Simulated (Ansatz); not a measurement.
In₁₀Sb₁₁H₂₈⁺, a nanocrystal cut from wurtzite InSb (hydrogen-capped). Total charge 1; triplet. Geometry PBE-D4/def2-SVP, that of the charge +1 singlet; atoms count from 1.

```xyz
49

Sb    0.880   -5.177   -1.019
In   -1.719   -3.854   -0.346
Sb   -0.135   -1.689    4.381
In   -2.417   -0.057    5.423
Sb    3.361   -2.560    1.239
In    3.462   -3.968   -1.273
In    1.150   -0.842    1.985
Sb   -0.762   -1.153   -0.058
Sb   -2.188    1.741    3.138
In   -2.939    0.605    0.619
Sb    2.609   -1.847   -3.027
In    0.375   -0.106   -2.411
Sb   -1.679   -0.225   -4.380
Sb   -3.007    2.518   -1.511
In   -4.082    1.524   -4.033
Sb    2.181    1.772    2.094
In    0.092    3.431    3.192
In    3.732    1.778   -0.360
Sb    1.455    2.462   -2.028
Sb   -0.394    5.158    0.932
In   -0.785    4.263   -1.784
H     1.210   -6.512    0.010
H     0.777   -6.108   -2.459
H    -2.022   -4.493    1.235
H    -2.557   -3.972   -1.858
H    -0.496   -3.338    4.071
H     1.138   -1.987    5.493
H    -3.770   -1.095    5.153
H    -1.712    0.713    6.800
H     3.452   -3.814    2.413
H     4.870   -1.843    1.625
H     4.914   -4.819   -1.672
H    -3.432    2.901    3.406
H    -4.453   -0.255    0.742
H     2.232   -2.660   -4.496
H     3.940   -0.963   -3.647
H    -2.007   -1.905   -4.504
H    -0.867   -0.085   -5.886
H    -4.203    3.632   -0.968
H    -5.326    0.381   -3.671
H    -3.832    2.727   -5.248
H     3.300    1.588    3.389
H     0.572    4.269    4.635
H     3.848    0.040   -0.671
H     4.984    2.969   -0.381
H     2.067    2.758   -3.609
H    -1.775    6.096    1.332
H     0.723    6.463    0.953
H    -0.767    5.539   -2.960
```

In the def2 sets In, Sb take a core potential; there is no spin–orbit coupling. Single mean-field runs in def2-SVP are fitted with def2-universal-jkfit. At PBE0-D4/def2-SVP a singlet of charge 1 lies 3.28 eV below the triplet at the same geometry.

(1) Estimate the Mulliken populations of the heavy atoms from the PBE0/def2-SVP orbitals of Ansatz.

(2) Where does the spin sit?

(3) And the Mayer bond orders between heavy atoms (over 0.3)?

## Answers

(1) 
```
atom  charge (e)  spin (α − β)
 Sb1       -0.02          0.01
 In2        0.26         -0.01
 Sb3        0.08          0.33
 In4        0.25          0.12
 Sb5        0.03          0.02
 In6        0.22          0.06
 In7        0.04          0.26
 Sb8       -0.29          0.23
 Sb9       -0.15          0.11
In10        0.22          0.02
Sb11        0.03          0.00
In12        0.08          0.13
Sb13        0.06          0.17
Sb14       -0.16          0.10
In15        0.27          0.06
Sb16       -0.15          0.12
In17        0.23          0.02
In18        0.27          0.02
Sb19       -0.14          0.03
Sb20        0.03          0.03
In21        0.24          0.00
```
Mulliken values depend strongly on the basis.

(2) Summed by element: Sb 1.16, In 0.67, H 0.17, of 2 unpaired in all. Largest on single atoms: Sb3 0.33, In7 0.26, Sb8 0.23.

(3) Sb1–In2 0.53 (2.99 Å); Sb1–In6 0.77 (2.86 Å); In2–Sb8 0.68 (2.88 Å); Sb3–In4 0.55 (2.99 Å); Sb3–In7 0.49 (2.85 Å); In4–Sb9 0.61 (2.92 Å); Sb5–In6 0.70 (2.88 Å); Sb5–In7 0.60 (2.90 Å); In6–Sb11 0.68 (2.88 Å); In7–Sb8 0.69 (2.82 Å); In7–Sb16 0.79 (2.81 Å); Sb8–In10 0.77 (2.88 Å); Sb8–In12 0.75 (2.82 Å); Sb9–In10 0.70 (2.86 Å); Sb9–In17 0.79 (2.84 Å); In10–Sb14 0.71 (2.86 Å); Sb11–In12 0.67 (2.90 Å); In12–Sb13 0.64 (2.85 Å); In12–Sb19 0.84 (2.81 Å); Sb13–In15 0.54 (2.99 Å); Sb14–In15 0.62 (2.92 Å); Sb14–In21 0.80 (2.84 Å); Sb16–In17 0.73 (2.88 Å); Sb16–In18 0.63 (2.90 Å); In17–Sb20 0.69 (2.89 Å); In18–Sb19 0.63 (2.90 Å); Sb19–In21 0.71 (2.88 Å); Sb20–In21 0.69 (2.89 Å).
